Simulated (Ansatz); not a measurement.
Reaction (ligand exchange at the Sn–C bond): `C[O][Sn]([F])([F])[c]1ccccc1` + H–F → `C[O][Sn]([F])([F])[F]` + `c1ccccc1`

Isolated molecules relaxed with PBE0-D4/def2-TZVP in Ansatz; ΔE leaves out vibrations. CCSD(T)/CBS is the MP2 limit (def2-TZVPP, def2-QZVPP) plus CCSD(T) − MP2 in def2-TZVPP, frozen cores. This one scheme is used for every species. DFT in def2-TZVPP. B3LYP here is the variant with VWN-RPA as its local correlation; programs differ in this. Elements past krypton have def2 core potentials. For Sn outer-core shells are correlated without core-valence functions, which leaves a few kJ/mol of doubt a bond. Each species was taken in one conformer, which may not be the lowest.

(1) Is it downhill or uphill in electronic energy at CCSD(T)/CBS, and by how much? (Best estimate.)

(2) What do these levels give: r2SCAN-D4, B3LYP-D4, r2SCANh-D4, B2PLYP, B3LYP, r2SCAN0, LC-ωPBE, MP2/def2-SVP, MP2/def2-TZVPP, HF/def2-QZVPP, MP2/def2-QZVPP, MP2/CBS(def2)? (An estimate is asked.)

Largest T1 diagnostic among the species: 0.015.

Results:

(1) Ansatz gave: Downhill: ΔE = -0.29 eV.

(2) Ansatz gave: r2SCAN-D4 -0.44, B3LYP-D4 -0.36, r2SCANh-D4 -0.41, B2PLYP -0.42, B3LYP -0.52, r2SCAN0 -0.42, LC-ωPBE -0.47, MP2/def2-SVP -0.35, MP2/def2-TZVPP -0.16, HF/def2-QZVPP -0.68, MP2/def2-QZVPP -0.21, MP2/CBS(def2) -0.21 eV.

In def2-TZVPP, CCSD(T) changes the Hartree–Fock value by +0.38 eV (the triples alone add +0.04 eV) and MP2 by +0.46 eV. Leaving LDA and LC-ωPBE aside and taking each functional with its dispersion term where it has one, the values, not all of them listed here, spread over 0.26 eV, from B97M-V to HSE06-D4. LDA lies +0.18 eV from PBE without D4.
